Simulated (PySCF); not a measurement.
A PySCF script (with the pyscf-properties extension) for the NMR shieldings of SMILES CC[Si]([SiH3])([SiH3])CC, C4H16Si3, on a GFN2-xTB geometry:

```python
import basis_set_exchange as bse
import numpy as np
from pyscf import gto, dft
from pyscf.prop import nmr

atoms = """
C    -1.186098   -0.985380   -2.006764
C    -1.216013    0.239571   -1.100996
Si   -0.205167    0.027817    0.527105
Si   -0.307295    2.061289    1.672593
Si   -0.979164   -1.868958    1.648420
C     1.626137   -0.306963    0.027122
C     2.263295    0.833542   -0.757366
H    -1.570271   -1.859222   -1.483327
H    -0.169365   -1.200075   -2.328740
H    -1.794592   -0.827655   -2.896469
H    -2.253898    0.462592   -0.842851
H    -0.850208    1.102980   -1.661110
H    -1.555160    2.178709    2.432407
H     0.781158    2.203554    2.644639
H    -0.241872    3.257067    0.824618
H    -0.553269   -3.151929    1.076755
H    -2.444212   -1.917619    1.688997
H    -0.529551   -1.884992    3.043905
H     2.212408   -0.483377    0.931697
H     1.694460   -1.224434   -0.561231
H     2.242780    1.755868   -0.179263
H     3.301430    0.609691   -1.000279
H     1.729716    1.004910   -1.689782
"""
names = dict.fromkeys(["C", "Si", "H"], "pcSseg-1")
basis = {el: gto.basis.parse(bse.get_basis(n, elements=[el], fmt="nwchem")) for el, n in names.items()}
mol = gto.M(atom=atoms, basis=basis, charge=0, verbose=0)
mf = dft.RKS(mol, xc="PBE0")
mf.grids.level = 2
mf.grids.alignment = dft.numint.BLKSIZE   # the property module wants whole blocks of grid points
mf.conv_tol = 1e-9
mf.kernel()

calc = nmr.RKS(mf)   # GIAO
C = mf.mo_coeff
Co = C[:, mf.mo_occ > 0]
resp = mf.gen_response(singlet=True, hermi=2)
def vind(x):   # induced exchange potential for any number of trial vectors
    d = np.einsum("pi,xij,qj->xpq", C, 2 * x.reshape(-1, C.shape[1], Co.shape[1]), Co, optimize=True)
    return np.einsum("xpq,pi,qj->xij", resp(d - d.transpose(0, 2, 1)), C, Co, optimize=True).ravel()
mo1, _ = nmr.rhf.solve_mo1(calc, with_cphf=vind)
sigma = calc.kernel(mo1)
for i, s in enumerate(sigma):   # ppm
    w = np.linalg.eigvalsh((s + s.T) / 2)
    print("%2d %-2s iso %8.1f  s11 %8.1f  s22 %8.1f  s33 %8.1f" % (i, mol.atom_pure_symbol(i), w.mean(), *w))
```

Task: What does it print?

Result: 
```
 0 C  iso    174.5  s11    164.2  s22    172.4  s33    186.8
 1 C  iso    178.8  s11    170.9  s22    176.0  s33    189.4
 2 Si iso    387.9  s11    350.7  s22    400.2  s33    412.6
 3 Si iso    466.2  s11    445.1  s22    465.5  s33    488.0
 4 Si iso    466.4  s11    446.7  s22    464.4  s33    488.0
 5 C  iso    178.9  s11    170.9  s22    176.5  s33    189.4
 6 C  iso    174.5  s11    163.9  s22    172.5  s33    187.0
 7 H  iso     30.9  s11     25.4  s22     30.7  s33     36.6
 8 H  iso     30.7  s11     25.4  s22     30.6  s33     35.9
 9 H  iso     30.2  s11     24.8  s22     27.2  s33     38.7
10 H  iso     31.0  s11     25.9  s22     29.8  s33     37.3
11 H  iso     30.7  s11     26.2  s22     29.6  s33     36.3
12 H  iso     28.4  s11     24.7  s22     26.2  s33     34.3
13 H  iso     28.3  s11     24.8  s22     26.0  s33     34.3
14 H  iso     28.2  s11     24.7  s22     26.4  s33     33.6
15 H  iso     28.2  s11     24.6  s22     26.4  s33     33.5
16 H  iso     28.4  s11     24.8  s22     26.0  s33     34.3
17 H  iso     28.4  s11     24.7  s22     26.2  s33     34.3
18 H  iso     31.0  s11     25.8  s22     29.9  s33     37.4
19 H  iso     30.7  s11     26.3  s22     29.5  s33     36.3
20 H  iso     30.9  s11     25.4  s22     30.7  s33     36.6
21 H  iso     30.2  s11     24.8  s22     27.2  s33     38.8
22 H  iso     30.7  s11     25.5  s22     30.6  s33     35.9
```

These numbers come from an equivalent density-fitted implementation of the same equations, which agrees with the script to about 0.01 ppm for H and up to a few tenths of a ppm for heavy atoms, so last digits may differ.

Task: Turn these shieldings into chemical shifts. Shifts are taken against calculated references (same method and geometry level): TMS for $^{13}$C (σ = 186.93 ppm), $^{29}$Si (σ = 349.16 ppm), $^{1}$H (σ = 31.72 ppm).

Result: Averaging equivalent atoms: C 0/6: 12.4; C 1/5: 8.1; Si 2: -38.7; Si 3/4: -117.1; H 12/13/14/15/16/17: 3.40; H 7/8/9/20/21/22: 1.12; H 10/11/18/19: 0.87 ppm. 

Size and cost of the density-fitted run: 220 basis functions, 56 s wall time on 1 thread of an Arm Neoverse V2, shared host; peak memory 0.97 GiB.
